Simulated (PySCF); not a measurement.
This script is equivalent to a calculation on Ar⁺ (argon, charge +1).

```python
from pyscf import gto, scf, dft, mp, cc
import basis_set_exchange as bse
mol = gto.M(atom="Ar 0 0 0", charge=1, spin=1, symmetry="D2h",
            basis=gto.basis.parse(bse.get_basis("cc-pV(T+d)Z", elements=["Ar"], fmt="nwchem", header=False)))
mf = dft.UKS(mol, xc="PBE")
mf.irrep_nelec = {'Ag': (3, 3), 'B1u': (2, 2), 'B2u': (2, 2), 'B3u': (2, 1)}
mf.kernel()
```

Task: What total energy does it give?

Result: -526.760 hartree (calculated).

Task: Which occupied shell lies highest, and where?

Result: 3p β, at -21.561 eV.

Task: What is ⟨S²⟩, and what would a pure spin state give?

Result: 0.753, against 0.75.
